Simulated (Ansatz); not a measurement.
Start from `O[SiH2]CBS` and change one atom or group to get `BOCBS`.

Ansatz, PBE0-D4/def2-TZVP geometries, multiplicity 1. Each molecule was computed in one conformer, which needn't be the lowest.

```tsv
property	`O[SiH2]CBS`
LUMO energy (PBE/def2-TZVPP) / eV	-2.00
size of the dipole moment (B3LYP/def2-TZVPP) / D	1.38
HOMO energy (PBE0/def2-TZVPP) / eV	-7.96
HOMO–LUMO gap (PBE0/def2-TZVPP) / eV	6.85
HOMO–LUMO gap (PBE/def2-TZVPP) / eV	4.77
LUMO energy (ωB97M-V/def2-TZVPP) / eV	0.78
```

Question: Give the same properties after the change, and the shifts. (An estimate is asked.)

Answer: The calculation gave: 
| property | `BOCBS` | shift |
| --- | --- | --- |
| LUMO energy (PBE/def2-TZVPP) / eV | -2.05 | -0.05 |
| size of the dipole moment (B3LYP/def2-TZVPP) / D | 2.06 | 0.68 |
| HOMO energy (PBE0/def2-TZVPP) / eV | -8.36 | -0.40 |
| HOMO–LUMO gap (PBE0/def2-TZVPP) / eV | 7.28 | 0.43 |
| HOMO–LUMO gap (PBE/def2-TZVPP) / eV | 5.04 | 0.27 |
| LUMO energy (ωB97M-V/def2-TZVPP) / eV | 0.91 | 0.13 |

Dipoles are sizes alone; their direction can turn.

B3LYP here is the variant with VWN-RPA as its local correlation; programs differ in this.
